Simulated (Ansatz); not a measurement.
```yaml
crystal:
  periodic: [false, false, false]
  atoms:
    - {symbol: B, position_ang: [-1.199930, 0.822642, 0.207583]}
    - {symbol: C, position_ang: [-1.296102, -0.634558, -0.535681]}
    - {symbol: Si, position_ang: [-0.101054, -1.356470, 0.652787]}
    - {symbol: S, position_ang: [0.697945, 0.640351, 1.095275]}
    - {symbol: C, position_ang: [1.782534, 0.846709, -0.339544]}
    - {symbol: H, position_ang: [-1.122485, 1.821114, -0.461246]}
    - {symbol: H, position_ang: [-1.880459, 0.919450, 1.200387]}
    - {symbol: H, position_ang: [-2.293265, -1.075918, -0.518655]}
    - {symbol: H, position_ang: [-0.927968, -0.635893, -1.563585]}
    - {symbol: H, position_ang: [1.012634, -2.250227, 0.226001]}
    - {symbol: H, position_ang: [-0.676692, -1.840465, 1.930234]}
    - {symbol: H, position_ang: [1.321589, 0.434744, -1.236604]}
    - {symbol: H, position_ang: [2.739485, 0.362387, -0.150505]}
    - {symbol: H, position_ang: [1.930667, 1.917036, -0.477546]}
basis:
  gaussian: {orbitals: pcseg-2}
hamiltonian: {xc: {name: B97}}
output: {forces: true}
```

```sh
$ ansatz run in.yaml --threads 4 --pin off --events-out ev --progress --plain --max-ram 10444MiB
```

It prints (some lines left out):

```
Functional definition: B97
1516 factors; their error is unknown
mean field evaluation 1: about -21595.9925 eV, gradient 7.4e1 eV
mean field evaluation 2: about -21573.2757 eV, gradient 1.1e2 eV
mean field evaluation 4: about -21609.0307 eV, gradient 7.9e0 eV
mean field evaluation 8: about -21609.2136 eV, gradient 5.1e-1 eV
mean field evaluation 16: about -21609.2139 eV, gradient 6.3e-5 eV
mean field -21609.21389430 eV, -794.1239633641 hartree, gradient 1.9e-5 eV, S^2 0.000000; 0 other end points of the search recorded, 0 dependent functions left out
reference -21609.21393297 eV, -794.1239647853 hartree; 28, 28 occupied and 256, 256 virtual orbitals, 1516 factors
Total energy: -21609.21393297 eV, -794.1239647853 hartree
Atom 0 at    -1.199930     0.822642     0.207583 Å, force    -0.220738     0.258614     0.012635 eV/Å
Atom 1 at    -1.296102    -0.634558    -0.535681 Å, force    -0.080835    -0.085791    -0.099344 eV/Å
Atom 2 at    -0.101054    -1.356470     0.652787 Å, force     0.040245    -0.306735     0.100073 eV/Å
Atom 3 at     0.697945     0.640351     1.095275 Å, force     0.008816     0.078008     0.396590 eV/Å
Atom 4 at     1.782534     0.846709    -0.339544 Å, force     0.239317     0.069175    -0.274053 eV/Å
Atom 5 at    -1.122485     1.821114    -0.461246 Å, force    -0.021126    -0.035247     0.019952 eV/Å
Atom 6 at    -1.880459     0.919450     1.200387 Å, force     0.005175     0.011225    -0.048654 eV/Å
Atom 7 at    -2.293265    -1.075918    -0.518655 Å, force    -0.025755    -0.007109    -0.018966 eV/Å
Atom 8 at    -0.927968    -0.635893    -1.563585 Å, force    -0.015463    -0.002076    -0.033707 eV/Å
Atom 9 at     1.012634    -2.250227     0.226001 Å, force    -0.018819     0.001135     0.016974 eV/Å
Atom 10 at    -0.676692    -1.840465     1.930234 Å, force     0.016074    -0.007883    -0.025112 eV/Å
Atom 11 at     1.321589     0.434744    -1.236604 Å, force     0.033831     0.014637    -0.016903 eV/Å
Atom 12 at     2.739485     0.362387    -0.150505 Å, force     0.019239     0.005789    -0.015384 eV/Å
Atom 13 at     1.930667     1.917036    -0.477546 Å, force     0.020038     0.006257    -0.014103 eV/Å
Dipole moment:     0.518366    -0.287194    -0.182535 e Å
```

Run time 8 s (4 threads of an Intel Xeon Platinum 8488C on a shared host); peak host memory 0.98 GiB.
